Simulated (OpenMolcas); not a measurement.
# Nb²⁺: effect of correlating more closed shells

* Program: OpenMolcas
* Basis: ANO-RCC-VTZP [7s6p4d2f1g]
* Scalar Hamiltonian: DKH2, point nucleus
* Active space: 3 electrons in 5 orbitals (4d)
* State averaging: 2S+1 = 4 even, 10 roots; 2S+1 = 2 even, 40 roots
* Spin-orbit coupling: state interaction with AMFI integrals over the reference wave functions, term energies averaged over their components

Methods on the same reference wave functions:
A. CASSCF
B. MS-CASPT2, IPEA 0.25 Eh, imaginary shift 0.1 Eh (closed shells correlated: none)
C. MS-CASPT2, IPEA 0.25 Eh, imaginary shift 0.1 Eh (closed shells correlated: 4s 4p)
D. MS-CASPT2, IPEA 0.25 Eh, imaginary shift 0.1 Eh (closed shells correlated: 3d 4s 4p)

Energies in cm-1 above 4d3 4F 3/2, the measured ground level; measured values from the list in Shadmi, J. Res. Natl. Bur. Stand. 70A, 435 (1966).

| Level | A | B | C | D | Measured |
| --- | --- | --- | --- | --- | --- |
| 4d3 4F 3/2 | 0.0 | 0.0 | 0.0 | 0.0 | 0.0 |
| 4d3 4F 5/2 | 503 | 520 | 518 | 519 | 516 |
| 4d3 4F 7/2 | 1164 | 1187 | 1183 | 1183 | 1177 |
| 4d3 4F 9/2 | 1946 | 1959 | 1951 | 1951 | 1939 |
| 4d3 4P 1/2 | 11237 | 9400 | 8990 | 8950 | 8664 |
| 4d3 4P 3/2 [64 %] | 11341 | 9240 | 8920 | 8870 | 8608 |
| 4d3 2G 7/2 | 12020 | 10080 | 9500 | 9460 | 9236 |
| 4d3 4P 5/2 | 12037 | 10430 | 9920 | 9870 | 9594 |
| 4d3 2G 9/2 | 12568 | 10670 | 10080 | 10030 | 9804 |
| 4d3 2P 1/2 | 15670 | 11030 | 11080 | 11020 |  |
| 4d3 2H 9/2 | 15852 | 14380 | 13460 | 13400 | 12916 |
| 4d3 2H 11/2 | 16194 | 14760 | 13810 | 13750 | 13264 |
| 4d3 2D 5/2(1) | 17661 | 13680 | 13740 | 13690 | 13094 |
| 4d3 2D 3/2(1) [62 %] | 17712 | 13380 | 13520 | 13460 |  |
| 4d3 2F 7/2 | 26297 | 22210 | 20990 | 20890 | 19861 |
| 4d3 2F 5/2 | 26551 | 22450 | 21230 | 21130 | 19975 |
| 4d3 2D 5/2(2) | 40924 | 33300 | 33190 | 33070 |  |
| 4d3 2D 3/2(2) | 41218 | 33700 | 33530 | 33400 |  |

Deviations, from unrounded energies. A percentage is the sum of absolute deviations over the sum of measured energies, with the sign that they share, or ± where signs differ.

```json
{"Against measurement": "mean absolute deviation (cm-1)", "Levels": "13", "A": "2800", "B": "950", "C": "430", "D": "390"}
{"Against measurement": "fine structure of the ground term (%)", "Levels": "3", "A": "±0.9", "B": "+0.9", "C": "+0.6", "D": "+0.6"}
{"Against measurement": "other terms of the ground configuration (%)", "Levels": "10", "A": "+29.4", "B": "+9.8", "C": "+4.5", "D": "+4.0"}
```

D lies closest to measurement on these levels and A furthest from it. The largest miss of D in the table is 4d3 2F 5/2, by +1200 cm-1. The ranking rests on the paired levels alone, and a cruder setting can come out closer through cancelling errors.

Among B to D the level of the table that moves most is 4d3 2F 7/2, by 1300 cm-1 (lowest in D, highest in B). Moves below CASPT2's spread within the term are not significant.

The mean deviations of B to D differ by less than CASPT2's widest spread within a term (680 cm-1), so their order carries little weight.

From A to B the spin-free energies of the other terms of 4d3 shown, above 4F, scale by factors of 0.67 to 0.90.

The lowest spin-free term lies below A's lowest term by 0.018 hartree in B, 0.283 hartree in C, 0.325 hartree in D.

What an inner shell adds also hangs on whether the basis holds functions to correlate it.

Term energies are means over components that CASPT2 splits; among the terms shown or strongly mixed into the levels shown the widest spread is 680 cm-1 (4d3 4F, D). Levels of configurations with an s electron are missing; early in the row they begin among the upper levels of the d shell and mix with terms of their name. Without dynamic correlation excited terms often stand tens of per cent too high (terms of higher spin than the ground term too low), and those without a measured partner can miss by more than the paired ones (holds for A). The CASPT2 spread within a term exceeds the gap to the next term for 4d3 4P and 4d3 2G, 4d3 2D(1) and 4d3 2H, so the order of their levels is uncertain (holds for C; D). Measured partners are found by configuration, term and J. A level has none where our copy of the source lacks it or the pairing is in doubt (some pairs that miss far off the trend of their configuration count as doubtful), and it then counts in no deviation. Only configurations of the active space appear. The table leaves out levels that lie high or whose names do not pair safely across all columns.

A share in square brackets marks a mixed level and gives the weight of the term that names it, the lowest over the columns. A number in round brackets counts repeated terms of one configuration in the order of the reference energies.
